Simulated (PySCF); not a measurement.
## Os⁺ (osmium, charge +1): UHF calculation

Configuration: [Xe] 4f14 5d6 6s1, high-spin 6D determinant. Computed with PySCF 2.14 in aug-cc-pVQZ-PP with ECP60MDF (7s7p6d4f3g2h, 135 functions), with scalar relativity through the core potential.

```
Total energy                                                  : -89.831996 hartree
One-electron energy                                           : -150.7284 hartree
Hartree (Coulomb) energy                                      : 69.5211 hartree
Exchange energy                                               : -8.6247 hartree
⟨S²⟩                                                          : 8.7545
⟨L²⟩                                                          : 6.028
Sum of ⟨r⟩                                                    : 22.58 bohr
Sum of ⟨r²⟩                                                   : 42.18 bohr²
Traceless quadrupole moment −½Σ⟨3z² − r²⟩ along its main axis : 0.924 e·bohr²
Time after the integrals                                      : roughly 5 core-seconds
```

```
shell  electrons  mean orbital energy (hartree)  spread (hartree)  rms radius, mean of both spins (bohr)
 5s α          1                       -4.33126                 0                                   1.09
 5s β          1                       -4.13027                 0                                   1.09
 5p α          3                       -2.70627           0.05152                                   1.26
 5p β          3                       -2.42612           0.03825                                   1.26
 5d α          5                       -0.77123           0.06265                                   1.88
 5d β          1                       -0.62056                 0                                   1.88
 6s α          1                       -0.60016                 0                                   3.00
```

Energies and moments cover only the electrons outside the core potential. Spin-orbit coupling, absent here, splits the open shell strongly.
